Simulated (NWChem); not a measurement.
# Si2N2H8; SMILES [SiH3]N[SiH2]N

```xyz
12

Si     0.0660    -2.0220     0.0724
N      0.3276    -0.3901    -0.4700
Si    -0.5196     1.0766    -0.0752
N      0.6199     2.3316     0.2440
H      1.3655    -2.6692     0.4395
H     -0.5783    -2.8981    -0.9589
H     -0.8221    -1.9738     1.2705
H      1.0524    -0.2728    -1.1756
H     -1.4288     0.6803     1.0472
H     -1.3540     1.6272    -1.1893
H      1.2669     2.2797     1.0224
H      0.3996     3.2909     0.0045
```
Atoms are numbered in this order, from 1.

All runs: NWChem. Pople sets run with spherical d functions. Structure relaxed at the PBE0/def2-SVP level. Vzz is the largest principal value of the second derivative of the potential at the nucleus (NWChem prints the opposite sign); η is the asymmetry. Non-relativistic.

```
level                  Vzz N2 (a.u.)  η N2  Vzz N4 (a.u.)  η N4  relative time
---------------------  -------------  ----  -------------  ----  -------------
Hartree-Fock/6-31G*           -0.707  0.51         -0.913  0.37              1
Hartree-Fock/def2-SVP         -0.748  0.53         -0.978  0.37              1
PBE/6-31G*                    -0.672  0.41         -0.853  0.32              2
PBE/def2-TZVP                 -0.657  0.47         -0.842  0.35              5
```

Relative times are rough (shared machine, one core).
